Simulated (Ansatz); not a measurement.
`BSB(O)Cl` → 2 B• + Cl• + 3 H• + O• + S•  (atomization)

Gas-phase electronic energies from Ansatz, PBE0-D4/def2-TZVP geometries. CBS: MP2 limit from def2 TZ/QZ plus the TZ coupled-cluster correction, frozen cores. This one scheme is used for every species, atoms too. Functionals use def2-TZVPP. HSE06 is defined as in plane-wave codes. Open shells (•) are unrestricted, without spin–orbit coupling. Spin–orbit coupling would lower the free atoms: a little for B, Cl, O, S. Each species was taken in one conformer, which may not be the lowest.

`BSB(O)Cl`:

Z-matrix (Å, degrees):
```
B
S 1 1.779
H 1 1.187 2 121.5
H 1 1.191 2 115.3 3 -180.0
B 2 1.842 1 107.6 3 -0.0
Cl 5 1.747 2 124.3 1 -0.1
O 5 1.346 2 118.3 1 180.0
H 7 0.962 5 114.1 2 -0.0
```

```tsv
level	ΔE (kJ/mol)	difference from CCSD(T)/CBS
LDA (SPW92)	3495.7	480.8
PBE-D4	3110.8	95.9
revPBE-D4	3027.2	12.3
PBE0-D4	3051.9	37.0
HSE06-D4	3054.5	39.6
ωB97X-V	3038.3	23.4
PBE-QIDH	3031.1	16.2
BLYP	2977.0	-37.9
r2SCANh	3043.6	28.7
CAM-B3LYP	3015.7	0.8
LC-ωPBE	3016.1	1.2
HF/def2-SVP	2303.3	-711.6
CCSD/def2-SVP	2833.0	-181.9
CCSD(T)/def2-TZVPP	2936.2	-78.7
SCS-MP2/def2-QZVPP	3037.4	22.5
MP2/CBS(def2)	3117.0	102.1
CCSD(T)/CBS	3014.9	0
```

Largest T1 diagnostic among the species: 0.014.

Leaving LDA and LC-ωPBE aside and taking each functional with its dispersion term where it has one, the values, not all of them listed here, spread over 175.0 kJ/mol, from BHLYP-D4 to PBE-D4. LDA lies +404.8 kJ/mol from PBE without D4, its usual overbinding. In def2-TZVPP, CCSD(T) changes the Hartree–Fock value by +669.9 kJ/mol (the triples alone add +55.5 kJ/mol) and MP2 by +772.0 kJ/mol; breaking electron pairs costs correlation energy, which Hartree–Fock lacks. From PBE to PBE0 (25 % exact exchange), in def2-TZVPP and without D4, ΔE moves by −55.9 kJ/mol: exact exchange takes away binding that semilocal exchange gives to molecules.

For atomizations the MP2-based limit and the directly extrapolated one differ by several kJ/mol either way, and by 10 to 25 for some Ge, Se and Sn compounds, so smaller differences from it don't rank the levels.
